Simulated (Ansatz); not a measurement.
One geometry of Li₃Si₂, several levels of theory.

```yaml
crystal:
  periodic: [false, false, false]
  atoms:
    - {symbol: Li, position_ang: [-1.068265, -1.205614, 1.471621]}
    - {symbol: Li, position_ang: [0.112766, -0.650402, -2.073780]}
    - {symbol: Li, position_ang: [0.957342, 1.858744, 0.601240]}
    - {symbol: Si, position_ang: [-0.995295, 0.588037, -0.238443]}
    - {symbol: Si, position_ang: [0.993453, -0.590776, 0.239362]}
basis:
  gaussian: {orbitals: def2-TZVP, initial_orbitals: start.molden}
magnetization: {spin_polarized: true, initial_magnetization: 3}
hamiltonian: {xc: pbe, dispersion: d4}
scf: {omitted_lower_state_checks: [starts]}
output: {orbitals: {seedname: orbitals}}
```

The file start.molden holds the orbitals of an earlier run on this structure, at another level or in another basis.

```sh
$ ansatz run in.yaml --threads 4 --pin off --events-out ev --progress --plain --max-ram 3916MiB
```

Shortened log:

```
Functional definition: PBE
891 factors; their error is unknown
mean field evaluation 1: about -16358.1016 eV, gradient 6.7e0 eV
mean field evaluation 2: about -16358.1637 eV, gradient 9.5e-2 eV
mean field evaluation 4: about -16358.1534 eV, gradient 4.9e-4 eV
mean field -16358.15335099 eV, -601.1510476944 hartree, gradient 1.6e-5 eV, S^2 3.762474; 0 other end points of the search recorded, 0 dependent functions left out
reference -16358.15340800 eV, -601.1510497893 hartree; 20, 17 occupied and 96, 99 virtual orbitals, 891 factors
Total energy: -16358.28382630 eV, -601.1558425736 hartree
Checks for a lower state left out: starts
```

Run time 1.6 s (4 threads of Arm Neoverse V1 on a shared host).

First input, but with `hamiltonian: {xc: pbe0, dispersion: d4}` and without the key `scf` (abridged; 2.9 s):

```
Functional definition: PBE0
mean field evaluation 16: about -16359.8071 eV, gradient 5.8e-4 eV
mean field evaluation 32: about -16359.6504 eV, gradient 1.2e0 eV
mean field -16359.80712003 eV, -601.2118225856 hartree, gradient 1.3e-5 eV, S^2 3.773235; 5 other end points of the search recorded, 0 dependent functions left out
Total energy: -16359.91757576 eV, -601.2158817588 hartree
```

First input, but with `gaussian: {orbitals: STO-3G}`, `hamiltonian: {xc: hf}` (abridged; 0.15 s):

```
Functional definition: HF
mean field evaluation 16: about -16142.4826 eV, gradient 2.0e-1 eV
mean field -16143.54571491 eV, -593.2643625348 hartree, gradient 1.8e-5 eV, S^2 3.807055
Total energy: -16143.54571491 eV, -593.2643625348 hartree
Checks for a lower state left out: starts
```

As the first input, with `correlation: {method: mp2}` and without the key `hamiltonian` (abridged; 0.8 s):

```
Functional definition: HF
mean field -16331.42734659 eV, -600.1688851482 hartree, gradient 3.5e-6 eV, S^2 3.844319
10 core orbitals not correlated: weight in the atoms' cores, before any rotation towards them, 1.000 or more for the frozen orbitals, at most 0.000 for the correlated occupied ones
second order -8.90172319 eV of doubles, -0.00000000 eV of singles
Total energy: -16340.32906978 eV, -600.4960174416 hartree
Checks for a lower state left out: starts
```

As the first input, with `hamiltonian: {xc: {name: revPBE}, dispersion: d4}` (abridged; 1.6 s):

```
Functional definition: revPBE
mean field -16364.70592432 eV, -601.3918503226 hartree, gradient 9.6e-6 eV, S^2 3.764151
Total energy: -16364.98316419 eV, -601.4020387000 hartree
Checks for a lower state left out: starts
```

Geometry: PBE0-D4/def2-TZVP.

Correlated methods freeze 10 core orbitals; core or outer-core shells of Li are correlated, in sets that lack core-valence functions. The order of the spin states hangs on the level: the doublet lies 0.94 eV below the quartet at PBE0-D4/def2-TZVP, but 0.27 eV above it at HF/STO-3G. The doublet is doubtful at HF/STO-3G (a determinant that CCSD turns far, T1 0.050). The structure comes from a short search, and lower isomers may exist.
